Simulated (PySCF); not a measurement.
This PySCF input asks for the NMR shieldings of `C[C@H](CO)[SiH2][SiH3]`, C₃H₁₂OSi₂; the geometry comes from GFN2-xTB.

```python
import basis_set_exchange as bse
import numpy as np
from pyscf import gto, dft
from pyscf.prop import nmr

atoms = """
C    -1.155773   -2.025840   -0.099457
C    -0.534688   -0.684243    0.261715
C    -1.429533    0.457418   -0.194436
O    -0.722803    1.667877   -0.007073
Si    1.205661   -0.408925   -0.493075
Si    2.137563    1.555520    0.265449
H    -2.149241   -2.130415    0.337908
H    -1.247926   -2.127466   -1.179052
H    -0.534445   -2.839323    0.266103
H    -0.454824   -0.623005    1.351674
H    -1.677670    0.323742   -1.257758
H    -2.372789    0.476221    0.373015
H    -1.255929    2.409601   -0.308195
H     1.015431   -0.475162   -1.954645
H     1.957730   -1.632677   -0.162343
H     3.597727    1.407659    0.382078
H     1.677020    1.970124    1.591119
H     1.935729    2.685211   -0.644668
"""
names = dict.fromkeys(["C", "O", "Si", "H"], "pcSseg-1")
basis = {el: gto.basis.parse(bse.get_basis(n, elements=[el], fmt="nwchem")) for el, n in names.items()}
mol = gto.M(atom=atoms, basis=basis, charge=0, verbose=0)
mf = dft.RKS(mol, xc="PBE0")
mf.grids.level = 2
mf.grids.alignment = dft.numint.BLKSIZE   # the property module wants whole blocks of grid points
mf.conv_tol = 1e-9
mf.kernel()

calc = nmr.RKS(mf)   # GIAO
C = mf.mo_coeff
Co = C[:, mf.mo_occ > 0]
resp = mf.gen_response(singlet=True, hermi=2)
def vind(x):   # induced exchange potential for any number of trial vectors
    d = np.einsum("pi,xij,qj->xpq", C, 2 * x.reshape(-1, C.shape[1], Co.shape[1]), Co, optimize=True)
    return np.einsum("xpq,pi,qj->xij", resp(d - d.transpose(0, 2, 1)), C, Co, optimize=True).ravel()
mo1, _ = nmr.rhf.solve_mo1(calc, with_cphf=vind)
sigma = calc.kernel(mo1)
for i, s in enumerate(sigma):   # ppm
    w = np.linalg.eigvalsh((s + s.T) / 2)
    print("%2d %-2s iso %8.1f  s11 %8.1f  s22 %8.1f  s33 %8.1f" % (i, mol.atom_pure_symbol(i), w.mean(), *w))
```

**Question.** What does it print?

**Answer.** 
```
 0 C  iso    170.1  s11    160.4  s22    160.6  s33    189.3
 1 C  iso    161.9  s11    147.5  s22    167.6  s33    170.7
 2 C  iso    113.2  s11     85.5  s22    102.5  s33    151.6
 3 O  iso    284.4  s11    240.6  s22    256.7  s33    355.9
 4 Si iso    413.6  s11    384.5  s22    386.6  s33    469.7
 5 Si iso    465.3  s11    450.7  s22    461.8  s33    483.4
 6 H  iso     30.5  s11     25.5  s22     27.8  s33     38.2
 7 H  iso     30.9  s11     26.7  s22     29.3  s33     36.9
 8 H  iso     30.3  s11     25.4  s22     28.3  s33     37.2
 9 H  iso     30.2  s11     26.3  s22     29.2  s33     35.0
10 H  iso     28.2  s11     23.9  s22     28.5  s33     32.2
11 H  iso     27.4  s11     22.5  s22     27.6  s33     32.1
12 H  iso     30.8  s11     20.8  s22     27.1  s33     44.5
13 H  iso     28.1  s11     25.1  s22     26.4  s33     32.9
14 H  iso     28.0  s11     24.3  s22     26.5  s33     33.3
15 H  iso     28.4  s11     24.5  s22     25.7  s33     34.9
16 H  iso     28.2  s11     24.4  s22     27.3  s33     32.8
17 H  iso     28.3  s11     24.8  s22     26.8  s33     33.3
```

These numbers come from an equivalent density-fitted implementation of the same equations, which agrees with the script to about 0.01 ppm for H and up to a few tenths of a ppm for heavy atoms, so last digits may differ.

**Question.** Turn these shieldings into chemical shifts. References, each an isolated molecule treated in the same way: ¹³C (σref 186.93), ²⁹Si (σref 349.16), ¹H (σref 31.72) vs TMS; ¹⁷O (σref 336.08) vs H2O.

**Answer.** Averaging equivalent atoms: C 2: 73.7; C 1: 25.0; C 0: 16.8; O 3: 51.7; Si 4: -64.4; Si 5: -116.1; H 11: 4.33; H 14: 3.68; H 13: 3.59; H 10: 3.50; H 15/16/17: 3.45; H 9: 1.53; H 6/7/8: 1.13; H 12: 0.93 ppm. Experimental scales use liquid or dissolved standards, which lie at an offset from isolated H2O (liquid H2O: subtract about 36 ppm).

Size and cost of the density-fitted run: 176 basis functions, 35 s wall time on 1 thread of an Arm Neoverse V1, shared host; peak memory 0.74 GiB.
